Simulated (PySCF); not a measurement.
Two species compared at the same levels of theory.

First species: C₇H₁₄N₂.
Cartesian coordinates in Å at the GFN2-xTB level; atoms count from 1:
```
atom  x, y, z in Å
C1    -2.6181    0.9402    0.6445
C2    -2.3732    0.1921   -0.6591
C3    -1.4748   -1.0393   -0.4593
N4    -0.1357   -0.7554   -0.0314
C5     0.8253   -0.0455   -0.8781
C6     1.8989    0.4220    0.1218
C7     3.2245   -0.3236   -0.0270
C8     1.2111    0.0716    1.4254
N9     0.1110   -0.5487    1.2699
H10   -3.2372    1.8177    0.4708
H11   -3.1216    0.2955    1.3609
H12   -1.6784    1.2616    1.0867
H13   -1.9169    0.8620   -1.3914
H14   -3.3246   -0.1478   -1.0732
H15   -1.9138   -1.6834    0.3062
H16   -1.4122   -1.5998   -1.3984
H17    0.3485    0.7979   -1.3910
H18    1.2236   -0.7311   -1.6316
H19    2.0860    1.4982    0.0492
H20    3.0661   -1.3959    0.0651
H21    3.9204   -0.0097    0.7478
H22    3.6712   -0.1166   -0.9975
H23    1.6150    0.2650    2.3994
```

Second species: formimide, C2H3NO2.
Cartesian coordinates in Å at the GFN2-xTB level; atoms count from 1:
```
atom  x, y, z in Å
O1    -1.4255   -1.3072    0.3640
C2    -1.2292   -0.1545    0.1474
N3     0.0024    0.4466   -0.0617
C4     1.2306   -0.1967   -0.0529
O5     1.4200   -1.3558    0.1329
H6    -2.0350    0.6025    0.0840
H7     0.0049    1.4419   -0.2347
H8     2.0408    0.5326   -0.2482
```

Levels: PBE0/pcSseg-1 for HOMO energy, LUMO energy and HOMO–LUMO gap. Geometries: GFN2-xTB. Each species is one conformer at its optimised geometry, gas phase, non-relativistic unless stated; the electronic structure was computed with PySCF and density fitting.

The conformers computed, where there is a choice (atom-mapped SMILES and torsion angles):
- `[O:1]=[CH:2][NH:3][CH:4]=[O:5]`: O1–C2–N3–C4 0°, C2–N3–C4–O5 0°

The conformers of `CCCN1C[C@H](C)C=N1` aren't listed.

```
     property  column X  column Y
  HOMO energy  -7.59 eV  -5.49 eV
  LUMO energy  -1.12 eV   0.51 eV
HOMO–LUMO gap   6.47 eV   6.00 eV
```

(1) Which column belongs to which species?

(2) How does each property change from the first species to the second?

## Answers

(1) Column X is the second species and column Y the first. The first has 23 atoms and 70 electrons, the second 8 and 38.

(2) HOMO energy -2.10 eV; LUMO energy -1.63 eV; HOMO–LUMO gap +0.47 eV.

